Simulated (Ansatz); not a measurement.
```xyz
6

F    -1.238    1.161   -0.115
Si    0.149    0.451    0.176
F     0.082    0.015    1.699
S     0.439   -1.210   -1.083
H     1.247    1.408   -0.018
H    -0.679   -1.825   -0.658
```

Charge 0, multiplicity 1.

(1) List the PBE0/def2-TZVPP orbital energies in eV (the Gaussian-basis code of Ansatz). (Estimate.)

Answers

(1) The calculation gave: Occupied: -2422.94, -1805.04, -674.31, -674.31, -218.32, -162.15, -162.07, -161.97, -147.12, -101.82, -101.80, -101.75, -34.01, -33.48, -21.22, -16.26, -14.33, -13.93, -13.49, -12.66, -12.54, -12.26, -11.10, -9.83, -8.29. Lowest empty: -0.07, 0.68, 0.86, 1.11, 2.62, 4.10, 4.64, 4.93.
